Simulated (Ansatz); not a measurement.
SiNH₆OF, closed shell: a relaxation.

The input file, in.yaml:

```yaml
crystal:
  periodic: [false, false, false]
  atoms:
    - {symbol: Si, position_ang: [-0.538517, -0.033996, -0.159645]}
    - {symbol: O, position_ang: [0.760759, -0.928067, 0.768647]}
    - {symbol: H, position_ang: [-0.759266, -0.072913, -1.622224]}
    - {symbol: H, position_ang: [-1.673022, 0.028492, 0.780109]}
    - {symbol: N, position_ang: [0.337302, 1.466468, -0.117551]}
    - {symbol: H, position_ang: [0.258381, -1.820492, 0.360487]}
    - {symbol: F, position_ang: [-0.815519, -1.984643, -0.288232]}
    - {symbol: H, position_ang: [1.649867, -0.719664, 0.463410]}
    - {symbol: H, position_ang: [0.284507, 2.077322, -0.915746]}
    - {symbol: H, position_ang: [0.495510, 1.987494, 0.730645]}
basis:
  gaussian: {orbitals: def2-mTZVP}
hamiltonian: {xc: hf}
relax: {f_tol: 0.01, max_steps: 60, escape_saddle: true}
```

Launched with

```bash
ansatz run in.yaml --threads 4 --pin off --events-out ev --progress --plain --max-ram 9574MiB
```

What Ansatz 0.2.0 printed:

```
Error: invalid value for `relax.escape_saddle`: a Gaussian basis doesn't support `true`; leave it out, and run phonons on the result
```

Hardware: 4 CPU threads of an Arm Neoverse V2, shared host. Wall time about 0.05 s.


The program refused the input.